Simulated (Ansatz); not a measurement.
CH$_{3}$F$_{2}$ISi, SMILES `C[Si](F)(F)I`. The species carries charge 0 and has multiplicity 1. I: def2 effective core potential.

```xyz
8

C    -0.4779    0.7883    0.4769
Si    0.4970   -0.5363   -0.3390
F     1.3482    0.0579   -1.5362
F     1.5357   -1.1677    0.6774
I    -0.8758   -2.3256   -1.2133
H     0.1949    1.5640    0.8516
H    -1.1751    1.2386   -0.2316
H    -1.0470    0.3808    1.3142
```

Problem. What are the harmonic wavenumbers in cm⁻¹ at PBE0-D4/def2-TZVP (Ansatz, finite differences of forces, unscaled)? (Estimate.)

Solution. Computed: 145, 153, 177, 222, 235, 322, 410, 721, 788, 801, 906, 964, 1286, 1438, 1443, 3060, 3148, 3158.

Problem. Is this a minimum?

Solution. Yes, all 18 modes are real.

Problem. Give the ideal-gas thermochemistry at 298.15 K and 1 bar (rigid rotor, harmonic oscillator; point group Cs, symmetry number 1).

Solution. Zero-point energy 115.9 kJ/mol; H(298) − E = 136.3 kJ/mol; entropy 357.0 J/(mol·K), of which translation 175.4, rotation 119.9, vibration 61.7; G(298) − E = 29.9 kJ/mol.

Problem. Rotational constants (cm⁻¹)?

Solution. 0.1251, 0.03703, 0.03629.
